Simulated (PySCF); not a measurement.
CH5BClN, CH4B, BH3NSi, AlB2H6N (calculated)

All values are calculated (PySCF 2.14.0). Calculation on a computer-drawn molecule: optimised geometry and harmonic frequencies of an isolated molecule of the commonest isotopes, restricted reference for singlets and unrestricted otherwise, frozen core in MP2.

Common to all runs: charge 0.

```yaml
- entry: 1
  formula: CH5BClN
  start_structure:
    atoms_angstrom:
      - [C, 0.2229, -1.882, -0.71]
      - [B, -0.0331, -1.5876, 0.8572]
      - ["N", -1.2828, -1.7072, 1.4438]
      - [Cl, 1.2436, -1.0708, 1.8072]
      - [H, 0.9758, -2.6398, -0.8442]
      - [H, 0.5822, -0.9541, -1.207]
      - [H, -0.7596, -2.1465, -1.2041]
      - [H, -2.1502, -2.0667, 0.9479]
      - [H, -1.4559, -1.6003, 2.4002]
  given:
    multiplicity: 1
    method: HF
    basis: "cc-pV(D+d)Z"
    drawn_bonds_atom: [1, 2, 2, 1, 1, 1, 3, 3]
    drawn_bonds_other_atom: [2, 3, 4, 5, 6, 7, 8, 9]
    drawn_bonds_order: [1, 1, 1, 1, 1, 1, 1, 1]
  results:
    optimised_atom_element: [C, B, "N", Cl, H, H, H, H, H]
    "optimised_atom_x [angstrom]": [0.185, -0.07436, -1.306, 1.306, 0.9559, 0.5622, -0.7131, -2.121, -1.452]
    "optimised_atom_y [angstrom]": [-1.862, -1.598, -1.748, -1.064, -2.627, -0.955, -2.186, -2.04, -1.576]
    "optimised_atom_z [angstrom]": [-0.7109, 0.8208, 1.442, 1.855, -0.8389, -1.193, -1.243, 0.9444, 2.414]
    "modes_frequency [cm^-1]": [124.5, 302.2, 361.2, 445.3, 524.2, 619.4, 633.1, 897.9, 936.8, 968.8, 1216, 1405, 1478, 1559, 1567, 1745, 3171, 3242, 3248, 3818, 3928]
    "modes_reduced_mass [dalton]": [1.041, 3.11, 2.986, 1.935, 1.343, 4.919, 1.097, 2.02, 1.296, 1.632, 2.341, 2.035, 1.771, 1.048, 1.107, 1.27, 1.038, 1.098, 1.102, 1.051, 1.099]
    "rotational_constants [GHz]": [8.256, 4.454, 2.946]
    "total_energy [hartree]": -579.5375
    "convergence_status_largest_gradient_component [hartree/bohr]": 1.16e-05
- entry: 2
  formula: CH4B
  start_structure:
    atoms_angstrom:
      - [B, 0.0094, 0.6607, 1.7598]
      - [C, -1.3985, 0.1631, 1.3925]
      - [H, 0.9061, -0.1212, 1.9252]
      - [H, 0.2251, 1.8357, 1.8849]
      - [H, -1.6375, -0.8893, 1.2698]
      - [H, -2.2376, 0.8344, 1.234]
  given:
    multiplicity: 2
    method: MP2
    basis: cc-pVDZ
    drawn_bonds_atom: [1, 1, 1, 2, 2]
    drawn_bonds_other_atom: [2, 3, 4, 5, 6]
    drawn_bonds_order: [1, 1, 1, 1, 1]
  results:
    optimised_atom_element: [B, C, H, H, H, H]
    "optimised_atom_x [angstrom]": [0.01345, -1.398, 0.9111, 0.2253, -1.64, -2.245]
    "optimised_atom_y [angstrom]": [0.6622, 0.1634, -0.1277, 1.844, -0.8986, 0.8401]
    "optimised_atom_z [angstrom]": [1.761, 1.393, 1.926, 1.885, 1.269, 1.233]
    "modes_frequency [cm^-1]": [322.0, 668.2, 783.5, 1000, 1061, 1069, 1283, 1484, 2628, 2709, 3194, 3293]
    "modes_reduced_mass [dalton]": [1.008, 1.044, 1.212, 1.426, 2.132, 1.475, 1.339, 1.233, 1.056, 1.129, 1.056, 1.113]
    "rotational_constants [GHz]": [129.4, 23.8, 20.11]
    "total_energy [hartree]": -65.0302
    spin_squared: 0.7572
    "convergence_status_largest_gradient_component [hartree/bohr]": 2.944e-05
- entry: 3
  formula: BH3NSi
  start_structure:
    atoms_angstrom:
      - [B, -2.8796, -0.421, 1.64]
      - ["N", -1.739, -0.0746, 1.2864]
      - [Si, -0.2377, 0.4794, 0.6933]
      - [H, -3.9517, -0.7519, 1.9785]
      - [H, 0.6044, -0.6592, 0.2556]
      - [H, 0.4764, 1.2645, 1.7281]
  given:
    multiplicity: 2
    method: MP2
    basis: "cc-pV(D+d)Z"
    drawn_bonds_atom: [1, 2, 1, 3, 3]
    drawn_bonds_other_atom: [2, 3, 4, 5, 6]
    drawn_bonds_order: [2, 1, 1, 1, 1]
  results:
    optimised_atom_element: [B, "N", Si, H, H, H]
    "optimised_atom_x [angstrom]": [-2.902, -1.733, -0.2162, -3.983, 0.618, 0.4892]
    "optimised_atom_y [angstrom]": [-0.4263, -0.07793, 0.4862, -0.7582, -0.6599, 1.273]
    "optimised_atom_z [angstrom]": [1.645, 1.291, 0.6863, 1.984, 0.2477, 1.728]
    "modes_frequency [cm^-1]": [165.8, 185.6, 694.0, 710.4, 717.5, 728.1, 780.7, 961.0, 1837, 2255, 2280, 2908]
    "modes_reduced_mass [dalton]": [3.402, 4.058, 6.832, 1.35, 1.327, 1.156, 1.187, 1.056, 5.618, 1.028, 1.056, 1.177]
    "rotational_constants [GHz]": [132.8, 5.342, 5.222]
    "total_energy [hartree]": -370.1389
    spin_squared: 0.7569
    "convergence_status_largest_gradient_component [hartree/bohr]": 2.692e-05
- entry: 4
  formula: AlB2H6N
  start_structure:
    atoms_angstrom:
      - [B, -1.2813, 1.3174, -0.9221]
      - [B, -0.6716, 2.3143, 0.041]
      - [Al, -2.2751, 1.2174, 1.0719]
      - ["N", -1.8848, -0.1123, 2.155]
      - [H, -2.0992, 1.6599, -1.7284]
      - [H, -1.0516, 0.1813, -0.999]
      - [H, 0.0327, 3.0767, 0.6383]
      - [H, -3.7719, 1.629, 1.2545]
      - [H, -1.2162, -0.811, 2.124]
      - [H, -2.3311, -0.2198, 3.0504]
  given:
    multiplicity: 1
    method: HF
    basis: "cc-pV(D+d)Z"
    drawn_bonds_atom: [1, 2, 3, 1, 1, 2, 3, 4, 4]
    drawn_bonds_other_atom: [2, 3, 4, 5, 6, 7, 8, 9, 10]
    drawn_bonds_order: [1, 1, 1, 1, 1, 1, 1, 1, 1]
  results:
    optimised_atom_element: [B, B, Al, "N", H, H, H, H, H, H]
    "optimised_atom_x [angstrom]": [-1.058, -1.07, -2.408, -2.014, -1.774, -0.3669, -0.3069, -3.773, -1.198, -2.58]
    "optimised_atom_y [angstrom]": [1.382, 1.969, 1.258, -0.1795, 1.835, 0.444, 2.852, 1.988, -0.7532, -0.5422]
    "optimised_atom_z [angstrom]": [-1.485, 0.06661, 1.603, 2.555, -2.343, -1.796, 0.378, 1.954, 2.451, 3.3]
    "modes_frequency [cm^-1]": [55.41, 129.5, 163.5, 348.3, 352.8, 470.0, 478.4, 500.6, 541.5, 585.1, 726.7, 783.3, 825.7, 858.1, 952.3, 1055, 1262, 1678, 1962, 2636, 2656, 2702, 3774, 3855]
    "modes_reduced_mass [dalton]": [2.367, 2.416, 2.211, 1.257, 1.246, 1.243, 1.232, 2.969, 1.122, 1.068, 1.128, 1.355, 2.304, 2.528, 3.357, 1.486, 1.28, 1.11, 1.042, 1.062, 1.085, 1.119, 1.052, 1.093]
    "rotational_constants [GHz]": [12.89, 2.584, 2.357]
    "total_energy [hartree]": -349.2106
    "convergence_status_largest_gradient_component [hartree/bohr]": 2.701e-05
```
